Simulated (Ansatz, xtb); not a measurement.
Two structures of C3H7AlAu+

Structure a: a singlet given by its coordinates. Structure b: a singlet given by its coordinates. Both are isolated ions in the gas phase, relaxed with PBE-D3(BJ)/def2-SVP.

a (Å):

```yaml
atoms:
  - { symbol: C, position_ang: [-1.0167, 0.6293, -0.7604] }
  - { symbol: C, position_ang: [-0.0478, -0.3059, -0.0155] }
  - { symbol: C, position_ang: [1.1107, 0.4189, 0.6922] }
  - { symbol: Al, position_ang: [0.6547, -1.6851, -1.2447] }
  - { symbol: Au, position_ang: [1.4928, -3.2489, -2.6999] }
  - { symbol: H, position_ang: [-1.8689, 0.0981, -1.2306] }
  - { symbol: H, position_ang: [-0.5084, 1.2382, -1.5352] }
  - { symbol: H, position_ang: [-1.4499, 1.3427, -0.0261] }
  - { symbol: H, position_ang: [0.6807, 1.1321, 1.4286] }
  - { symbol: H, position_ang: [1.7770, -0.2625, 1.2590] }
  - { symbol: H, position_ang: [1.7288, 1.0169, -0.0078] }
  - { symbol: H, position_ang: [-0.6137, -0.9212, 0.7242] }
```

Close contacts (Å): C1–C2 1.54, C2–C3 1.54, C2–Al4 1.98, Al4–Au5 2.29, C1–H6 1.11, C1–H7 1.11, C1–H8 1.11, C2–H12 1.12, C3–H9 1.11, C3–H10 1.11, C3–H11 1.11.

b (Å):

```yaml
atoms:
  - { symbol: C, position_ang: [-1.6440, -1.1872, 1.2579] }
  - { symbol: C, position_ang: [-1.2195, -0.2304, 2.1587] }
  - { symbol: C, position_ang: [-1.5397, 1.2123, 2.1131] }
  - { symbol: Al, position_ang: [0.2460, -0.9987, 0.1250] }
  - { symbol: Au, position_ang: [-0.1212, -2.0519, -1.8994] }
  - { symbol: H, position_ang: [-1.5155, -2.2626, 1.4920] }
  - { symbol: H, position_ang: [-2.3979, -0.9433, 0.4866] }
  - { symbol: H, position_ang: [-0.5748, -0.5605, 2.9974] }
  - { symbol: H, position_ang: [-2.1455, 1.5102, 1.2367] }
  - { symbol: H, position_ang: [-2.1102, 1.4588, 3.0391] }
  - { symbol: H, position_ang: [-0.6197, 1.8324, 2.1849] }
  - { symbol: H, position_ang: [1.4050, -0.2398, 0.8870] }
```

Close contacts (Å): C1–C2 1.38, C1–Al4 2.21, C2–C3 1.48, Al4–Au5 2.31, C1–H6 1.11, C1–H7 1.11, C2–H8 1.11, C3–H9 1.11, C3–H10 1.12, C3–H11 1.11, Al4–H12 1.58.

Task: Estimate E(b) − E(a) at the level CCSD(T)/def2-SVP + ΔMP2/def2-TZVPP.

Result: Calculated at CCSD(T)/def2-SVP + ΔMP2/def2-TZVPP: E(b) − E(a) = +35.1 kJ/mol, so structure a lies lower.

Level by level:

```json
{"level": "GFN2-xTB", "geometry": "GFN2-xTB", "E(b) − E(a) (kJ/mol)": "−4.5", "departure from the last row (kJ/mol)": "−39.6", "job, with rough time for the two": "optimisation, 1.1 s"}
{"level": "r2SCAN-D4/def2-SVP", "geometry": "GFN2-xTB", "E(b) − E(a) (kJ/mol)": "+35.4", "departure from the last row (kJ/mol)": "+0.3", "job, with rough time for the two": "single point, 10 s"}
{"level": "PBE-D3(BJ)/def2-SVP", "geometry": "PBE-D3(BJ)/def2-SVP", "E(b) − E(a) (kJ/mol)": "+36.4", "departure from the last row (kJ/mol)": "+1.3", "job, with rough time for the two": "optimisation, 2.2 min"}
{"level": "HF/def2-SVP", "geometry": "PBE-D3(BJ)/def2-SVP", "E(b) − E(a) (kJ/mol)": "+35.6", "departure from the last row (kJ/mol)": "+0.6", "job, with rough time for the two": "part of the CCSD(T) run"}
{"level": "MP2/def2-SVP", "geometry": "PBE-D3(BJ)/def2-SVP", "E(b) − E(a) (kJ/mol)": "+40.6", "departure from the last row (kJ/mol)": "+5.6", "job, with rough time for the two": "part of the CCSD(T) run"}
{"level": "CCSD(T)/def2-SVP", "geometry": "PBE-D3(BJ)/def2-SVP", "E(b) − E(a) (kJ/mol)": "+41.2", "departure from the last row (kJ/mol)": "+6.1", "job, with rough time for the two": "single point"}
{"level": "CCSD(T)/def2-SVP + ΔMP2/def2-TZVPP", "geometry": "PBE-D3(BJ)/def2-SVP", "E(b) − E(a) (kJ/mol)": "+35.1", "departure from the last row (kJ/mol)": "", "job, with rough time for the two": "single point, 2.9 min"}
```

GFN2-xTB puts the two in the other order. The largest departure from CCSD(T)/def2-SVP + ΔMP2/def2-TZVPP is that of GFN2-xTB, 39.6 kJ/mol. The last row adds to CCSD(T) the change of the MP2 difference between the two basis sets, here −6.1 kJ/mol.

With harmonic frequencies from PBE-D3(BJ)/def2-SVP (ideal gas, rigid rotor, one conformer each, 298.15 K, 1 atm): on the last row, ΔE + ΔZPE = +22.2 kJ/mol. A mode under 50 cm⁻¹ makes harmonic enthalpies and free energies unreliable, so none is given.

The T1 diagnostic of structures a and b is large, so the coupled-cluster value is less sure. The correlated steps freeze 8 core orbitals; the last core shell of Au is correlated, in a basis made for valence electrons. Atoms past krypton carry core potentials in the def2 sets and no spin–orbit term is included. Run with Ansatz 0.2.0, xtb 6.7.1; the last row on 2 threads of Arm Neoverse N1 on a shared host.
